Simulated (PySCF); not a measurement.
**Working out the ionisation energy of P²⁺**

P²⁺ [Ne] 3s2 3p1 (2P) → P³⁺ [Ne] 3s2 (1S). All numbers are calculated (PySCF 2.14, the spin-free X2C one-electron Hamiltonian (Gaussian nucleus), in x2c-TZVPPall with one added diffuse shell each of s, p, d type (6s6p4d1f, 51 functions)). Frozen: 1s2. Energies in hartree (1 hartree = 27.21139 eV):

```json
{"part": "UHF", "P²⁺ (lower)": "-340.458913", "P³⁺ (upper)": "-339.371692"}
{"part": "CCSD correlation", "P²⁺ (lower)": "-0.223206", "P³⁺ (upper)": "-0.207465"}
{"part": "(T)", "P²⁺ (lower)": "-0.002729", "P³⁺ (upper)": "-0.001859"}
```

What does Hartree-Fock give?

(-339.371692) − (-340.458913) = 1.087221 hartree = 29.585 eV.

What do CCSD and CCSD(T) give?

The CCSD correlation energies differ by 0.015741 hartree = 0.428 eV and the triples by 0.000870 hartree = 0.024 eV, so CCSD gives 30.013 eV and CCSD(T) 30.037 eV.

A first-order spin-orbit estimate adds 0.042 eV to CCSD(T) (valence and next inner shell), giving 30.079 eV against 30.203 eV (measured; NIST Atomic Spectra Database, ionization energies).

What remains against the reference includes basis incompleteness, the frozen core and higher excitations.
